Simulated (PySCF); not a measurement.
Name the molecule from its bond curve

A diatomic of charge 0 contains In. Its triplet curve at PBE0 in a triple-zeta basis (scalar-relativistic core potentials, PySCF), in eV from the separated fragments:

(R (Å), E (eV)): (2.285, -1.349), (2.391, -1.694), (2.498, -1.880), (2.577, -1.944), (2.657, -1.961), (2.737, -1.940), (2.843, -1.872), (2.976, -1.741), (3.135, -1.547), (3.348, -1.265)

The fit gives ωe = 256 cm⁻¹ and the rotational constant Bₑ = 0.09849 cm⁻¹.

Q: Which atom is the partner?

A: The minimum lies at 2.649 Å, so the reduced mass is 16.8576 u Å² cm⁻¹/(Bₑ·Re²) = 24.39 u. With In at 114.90 u the partner weighs about 31.0 u: P. The molecule is InP.

Spin–orbit coupling is left out. The state is the lowest determinant that a PBE0 search found; another state may lie lower at other levels.
